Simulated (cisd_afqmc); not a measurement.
Input (X2C-AFQMC/CISD/cc-pwCVTZ-DK; cisd_afqmc is a phaseless AFQMC code with CISD trial states that reads the integrals written by Ansatz): The .json basis holds the Basis Set Exchange's core-valence set for the 3d metal and cc-pVXZ-DK of the same size for its partners.

Ansatz 0.2 input:
```python
import cisd_afqmc

open("ham.yaml", "w").write("""\
crystal:
  periodic: [false, false, false]
  atoms:
    - {symbol: Co, position_ang: [0.00000000, 0.00000000, 0.00000000]}
basis:
  gaussian:
    orbitals: cc-pwCVTZ-DK.json
total_charge: 1
magnetization: {spin_polarized: true, initial_magnetization: 4}
correlation: {method: ccsd, frozen_orbitals: {Co: 5}, hamiltonian_folder: ham}
scf: {lower_state_search: full}
""")
rep = cisd_afqmc.ansatz("ham.yaml")
e_ccsd = rep["correlation"]["coupled_cluster"]["energy"]["hartree"]
out = cisd_afqmc.run("ham", e_ccsd, trial="CISD", walkers=100, populations=8, threads=8, dt=0.005, steps=40, early=36, settle=10, least=32,
    cut=5e-5, rank_cut=2e-4, target=0.0003, seconds=3000, seed=4, memory=17280, gpu=False)
```

Output:

```
orbitals 97, occupied [10, 6], factors 505 of 635, rank of the doubles 752 of 1416
E(HF) = -1391.638449
E(CCSD) on the cut factors = -1392.272166, shift to the whole factors -0.000000
Energy of the trial state on the determinant = -1392.272182
  tau behind 10.8 of longer steps, mean of the populations' last blocks
   2.0  -1392.28523
   4.0  -1392.28514
   6.0  -1392.28548
   8.0  -1392.28469
  10.0  -1392.28507
  12.0  -1392.28397
  14.0  -1392.28463
blocks 517 (0 outliers left out), error by blocks joined: 1: 0.00025, 2: 0.00027, 4: 0.00028, 8: 0.00030, 16: 0.00024
E(AFQMC/CISD) = -1392.28488 +/- 0.00030
```

This quintet is an excited state, 0.3 eV above the triplet at CCSD(T)/cc-pwCVQZ-DK (Ansatz).
